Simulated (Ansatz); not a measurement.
Reaction (SMILES): [GaH] (GaH) (closed-shell singlet) → Ga atom + H atom
B3LYP-D3(BJ)/def2-TZVP geometries, fixed; electronic energies without zero-point terms.
Largest species:
```xyz
2

Ga     0.0000     0.0000    -0.0528
H      0.0000     0.0000     1.6363
```

The atomisation energy at MP2 with Ansatz (a quantum-chemistry and plane-wave program), in kcal/mol, split into its Hartree-Fock and correlation parts. Cores are frozen (with 3d on Ga to Br). Open shells are unrestricted. No added dispersion term, no relativity. Functions are those of the species that has most.

```
basis    X  functions  Hartree-Fock    MP2
-------  -  ---------  ------------  -----
cc-pVDZ  2         32         47.16  60.42
cc-pVTZ  3         57         47.54  63.80
cc-pVQZ  4         98         47.64  64.83
cc-pV5Z  5        159         47.70  65.24
```

Worked estimate of the basis-set limit from each neighbouring pair, with Hartree-Fock from the larger set and the correlation part extrapolated as X^-3.
Correlation parts: X = 2: 13.26, X = 3: 16.26, X = 4: 17.19, X = 5: 17.54.
- (2,3): (27·(16.26) - 8·(13.26))/19 = 17.52; with Hartree-Fock 47.54 the estimate is 65.06 kcal/mol.
- (3,4): (64·(17.19) - 27·(16.26))/37 = 17.87; with Hartree-Fock 47.64 the estimate is 65.51 kcal/mol.
- (4,5): (125·(17.54) - 64·(17.19))/61 = 17.91; with Hartree-Fock 47.70 the estimate is 65.61 kcal/mol.
The last two estimates differ by 0.10 kcal/mol; the largest set lies 0.37 from the last. Over the last step Hartree-Fock moves by 0.06 and the correlation part by 0.35.
